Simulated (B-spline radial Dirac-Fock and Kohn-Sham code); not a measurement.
# Dipole and non-dipole photoemission parameters of Ge⁴⁺ 3d3/2

System: Ge⁴⁺, 1s2 2s2 2p6 3s2 3p6 3d10; threshold 89.58 eV (orbital energy of the model). These are calculated numbers from a radial atomic solver; the model is Dirac-Hartree-Slater photoionisation with a Latter tail; cross sections with all multipoles, angular parameters from the dipole term and its interference with E2.

For linearly polarised light dσ/dΩ = σ/(4π) [1 + β P₂(cos θ) + (δ + γ cos²θ) sin θ cos φ], with θ from the polarisation vector and φ the angle between the beam and the projection of the electron momentum on the plane normal to the polarisation.

| hν (eV) | σ (kb) | β | γ | δ |
| --- | --- | --- | --- | --- |
| 101 | 3190 | 0.204 | -0.009 | 0.009 |
| 106 | 3170 | 0.244 | -0.009 | 0.010 |
| 126 | 2990 | 0.425 | -0.006 | 0.014 |
| 132 | 2900 | 0.474 | -0.005 | 0.015 |
| 222 | 1480 | 0.915 | 0.021 | 0.022 |
| 240 | 1280 | 0.963 | 0.028 | 0.023 |
| 268 | 1020 | 1.023 | 0.040 | 0.025 |
| 292 | 853 | 1.064 | 0.050 | 0.027 |
| 300 | 804 | 1.075 | 0.054 | 0.027 |
| 340 | 608 | 1.123 | 0.073 | 0.030 |
| 400 | 413 | 1.170 | 0.102 | 0.033 |
| 444 | 317 | 1.192 | 0.123 | 0.035 |
| 462 | 286 | 1.199 | 0.132 | 0.036 |
| 662 | 105 | 1.220 | 0.231 | 0.046 |
| 858 | 48.2 | 1.196 | 0.322 | 0.055 |
| 918 | 39.1 | 1.184 | 0.348 | 0.058 |
| 1060 | 24.7 | 1.155 | 0.407 | 0.065 |
| 1070 | 24.0 | 1.153 | 0.411 | 0.066 |
| 1720 | 4.83 | 1.009 | 0.613 | 0.100 |
| 2000 | 2.83 | 0.953 | 0.676 | 0.115 |
| 2610 | 1.07 | 0.850 | 0.779 | 0.148 |
| 2984.4 | 0.651 | 0.799 | 0.828 | 0.168 |
| 4000 | 0.213 | 0.690 | 0.931 | 0.220 |
| 5414.7 | 0.0643 | 0.584 | 1.032 | 0.288 |
| 5850 | ? | ? | ? | ? |
| 6500 | 0.0306 | 0.523 | 1.082 | 0.337 |
| 7850 | 0.0140 | 0.463 | 1.125 | 0.394 |
| 8047.8 | 0.0126 | 0.456 | 1.130 | 0.402 |

Task: Give the values at 5850 eV.

Result: σ = 0.0470 kb, β = 0.558, γ = 1.054, δ = 0.308.
